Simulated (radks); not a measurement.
The numbers below are computed, except where a source is named.
The boron ion B2+ inside a hard spherical wall (all orbitals vanish at R), configuration held at [He] 2s1 and not refilled when levels cross. Code: a radial shooting solver on a logarithmic mesh with Libxc functionals. Model: scalar-relativistic Kohn-Sham, PBE, spin-unpolarised, spherical densities, point nucleus; without spin polarisation the odd electron is poorly described. Eigenvalues in eV, with the zero of energy where the potential of the charges vanishes at infinity; a dash marks a level that is unbound or too diffuse for the functional's potential to be trusted. A positive occupied level is held by the wall or, in an anion where self-interaction has pushed it up, behind a barrier. The pressure on the wall is -dE/dV.

[
 {"R (bohr)": "free", "E (hartree)": "-23.36689", "kinetic (hartree)": "23.323", "e(1s)": "-211.18", "e(2s)": "-31.475", "e(2p, empty)": "-25.491", "e(3s, empty)": "-", "pressure (GPa)": "0"},
 {"R (bohr)": "12", "E (hartree)": "-23.36689", "kinetic (hartree)": "23.323", "e(1s)": "-211.18", "e(2s)": "-31.475", "e(2p, empty)": "-25.491", "e(3s, empty)": "-", "pressure (GPa)": "< 0.0001"},
 {"R (bohr)": "8", "E (hartree)": "-23.36689", "kinetic (hartree)": "23.323", "e(1s)": "-211.18", "e(2s)": "-31.475", "e(2p, empty)": "-25.491", "e(3s, empty)": "-10.221", "pressure (GPa)": "< 0.0001"},
 {"R (bohr)": "6", "E (hartree)": "-23.36680", "kinetic (hartree)": "23.324", "e(1s)": "-211.17", "e(2s)": "-31.469", "e(2p, empty)": "-25.481", "e(3s, empty)": "-8.667", "pressure (GPa)": "0.0146"},
 {"R (bohr)": "5", "E (hartree)": "-23.36583", "kinetic (hartree)": "23.334", "e(1s)": "-211.11", "e(2s)": "-31.417", "e(2p, empty)": "-25.409", "e(3s, empty)": "-5.539", "pressure (GPa)": "0.238"},
 {"R (bohr)": "4", "E (hartree)": "-23.35615", "kinetic (hartree)": "23.407", "e(1s)": "-210.72", "e(2s)": "-30.997", "e(2p, empty)": "-24.917", "e(3s, empty)": "3.302", "pressure (GPa)": "3.50"},
 {"R (bohr)": "3.5", "E (hartree)": "-23.33494", "kinetic (hartree)": "23.528", "e(1s)": "-210.12", "e(2s)": "-30.197", "e(2p, empty)": "-24.083", "e(3s, empty)": "12.967", "pressure (GPa)": "13.1"},
 {"R (bohr)": "3", "E (hartree)": "-23.27540", "kinetic (hartree)": "23.799", "e(1s)": "-208.95", "e(2s)": "-28.154", "e(2p, empty)": "-22.159", "e(3s, empty)": "30.369", "pressure (GPa)": "49.4"},
 {"R (bohr)": "2.5", "E (hartree)": "-23.10971", "kinetic (hartree)": "24.392", "e(1s)": "-206.74", "e(2s)": "-22.879", "e(2p, empty)": "-17.712", "e(3s, empty)": "63.588", "pressure (GPa)": "199"},
 {"R (bohr)": "2", "E (hartree)": "-22.63014", "kinetic (hartree)": "25.764", "e(1s)": "-202.65", "e(2s)": "-8.420", "e(2p, empty)": "-6.948", "e(3s, empty)": "133.19", "pressure (GPa)": "932"}
]
